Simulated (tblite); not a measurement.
H₉PSi₃, charge +1, doublet, geometry from GFN2-xTB (a state made from the parent by changing its charge; the spin is typed, not shown lowest); GFN1-xTB (tblite).

Here is a job for tblite.
```
$ tblite run mol.xyz --method gfn1 --charge 1 --spin 1 --json tblite.json --no-restart

# file mol.xyz
13

Si    -0.76269209     1.81264430    -1.17752802
P      0.00471359    -0.00497380    -0.01293666
Si     2.25368306    -0.34757417     0.26066513
Si    -1.49382621    -1.46128209     0.92595130
H      0.46636718     2.48448747    -1.58733297
H     -1.56421063     2.52973589    -0.18929405
H     -1.53400354     1.21340005    -2.26357662
H      2.84356753     0.48195750    -0.78533161
H      2.39598724    -1.78812083     0.06958047
H      2.50046027     0.11265064     1.62515535
H     -0.71985620    -2.69107204     1.06320692
H     -2.57454756    -1.50552230    -0.05453140
H     -1.84477451    -0.81594199     2.18893598
```

What the program printed (banner, timings and long lists left out):

```
xTB calculator
 | screened Coulomb repulsion
 | Coulomb electrostatics
 |  * isotropic Klopman-Ohno-Mataga-Nishimoto electrostatics
 |  * onsite third-order electrostatics
 | DFT-D3(BJ) dispersion correction

halogen bonding energy    0.0000000000000E+00 Eh
repulsion energy          1.0154943179724E-01 Eh
dispersion energy        -5.8115237276022E-03 Eh
number of electrons       2.5000000000000E+01 e
integral cutoff           2.8146159136829E+01 bohr

------------------------------------------------------------
  cycle        total energy    energy error   density error
------------------------------------------------------------
      1     -12.54352783645  -1.2639266E+01   3.2910322E-01
      2     -12.57568012396  -3.2152288E-02   1.7417672E-01
      3     -12.38600420501   1.8967592E-01   1.8684445E-01
      4     -12.59071132427  -2.0470712E-01   4.9065527E-02
      5     -12.60511411663  -1.4402792E-02   9.4174225E-03
      6     -12.60488348318   2.3063345E-04   9.3015788E-03
      7     -12.60531147620  -4.2799301E-04   1.7504805E-03
      8     -12.60532510672  -1.3630520E-05   4.9476025E-04
      9     -12.60532564111  -5.3439099E-07   1.2632872E-04
     10     -12.60532543184   2.0926178E-07   2.3878857E-04
     11     -12.60532571885  -2.8700645E-07   6.6352320E-06
------------------------------------------------------------

electronic energy        -1.2701063626921E+01 Eh
total energy             -1.2605325718851E+01 Eh

Post processing:
 | Mayer-Wiberg bond orders

[Info] JSON dump of results written to 'tblite.json'
```
